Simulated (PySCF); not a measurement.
Radial density of I²⁺ (iodine, charge +2)

B2PLYP, [Kr] 4d10 5s1 5p4, 5s spin antiparallel (an excited configuration). All numbers are calculated (PySCF 2.14, scalar relativity by spin-free X2C-1e, in x2c-QZVPPall).

```
r (bohr)  4πr²ρ (e/bohr)  4πr²(ρα − ρβ)
  0.0289           62.46         0.0206
  0.0487           65.47         0.0384
  0.0818           89.01        -0.0050
   0.138           66.15         0.0081
   0.232           74.40         0.0281
   0.389           37.08        -0.0015
   0.655           27.94         0.1015
    1.10           13.20        -0.1069
    1.85           3.864         0.4925
    3.12          0.9044         0.3230
    5.24         0.01569         0.0074
    8.82       1.200e-05         0.0000
```

Densities and radii are taken from the X2C orbitals without a picture-change correction, which distorts them close to the nucleus.

With the s spin flipped the determinant is a mixture of two multiplicities, not a spectroscopic state.
